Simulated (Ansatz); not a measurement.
Basis-set series for C₆H₅Li (`[Li][c]1ccccc1`). The species carries charge 0 and has multiplicity 1. All single points use the PBE0-D4/def2-TZVP geometry.

| functional | basis | functions | energy (Eh) | HOMO (eV) | LUMO (eV) |
| --- | --- | --- | --- | --- | --- |
| PBE0-D4 | def2-TZVPP | 275 | -238.92503 | -5.51 | -1.17 |
| PBE0-D4 | def2-QZVPP | 527 | -238.93778 | -5.53 | -1.21 |
| ωB97M-V | def2-TZVPP | 275 | -239.11512 | -7.82 | -0.66 |
| ωB97M-V | def2-QZVPP | 527 | -239.12680 | -7.84 | -0.78 |

**Question.** Give the rows for def2-SVP. (Best estimate.)

**Answer.** Computed: 
| functional | basis | functions | energy (Eh) | HOMO (eV) | LUMO (eV) |
| --- | --- | --- | --- | --- | --- |
| PBE0-D4 | def2-SVP | 118 | -238.67503 | -5.40 | -1.11 |
| ωB97M-V | def2-SVP | 118 | -238.85430 | -7.70 | -0.57 |
